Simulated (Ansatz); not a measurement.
Pulling on the B1–H2 bond in BH2I (SMILES BI) (multiplicity 1 held, fragments rigid). Energies count from the point at 1.183 Å.
Geometry at that point (charge 0, multiplicity 1):
```
atom    x (Å)    y (Å)    z (Å)
----  -------  -------  -------
B     -1.0069  -1.5282   0.2633
H     -0.6251  -2.3051   1.0692
H     -1.9865  -1.6589  -0.3861
I      0.1443   0.2190  -0.0377
```

Restricted levels (R-, RO-) in cc, def2 and unpolarised 6-31G sets keep to the state of the molecule at rest. U- levels take the lowest unrestricted solution at each point, which mixes spins at long bonds. Active spaces are followed from a long bond inwards. Curves can end on different states.

Cores are frozen in the correlated methods. Filled d and f shells under p-block atoms count as core.

The values were computed with Ansatz (Gaussian orbitals). Each number belongs to the level named beside it. In def2 rows elements past Kr take small-core potentials, without spin–orbit coupling.

Q: What energy at R = 3.784 Å does FIC-MRCISD+Q on CASSCF(2,2)/def2-TZVPP give?

A: 107.4 kcal/mol

Q: Give the energy at R = 3.784 Å at the level R-r2SCAN/def2-TZVPP.

A: 135.2 kcal/mol

Q: Estimate the energy at R = 3.784 Å that U-CCSD/def2-TZVPP returns for this input.

A: 107.7 kcal/mol

Doubts at one or more of the structures used: a restricted determinant that unrestricted orbitals would lower (R-r2SCAN/def2-TZVPP); a spin-contaminated determinant (U-CCSD/def2-TZVPP).

Ansatz is a first-principles code.
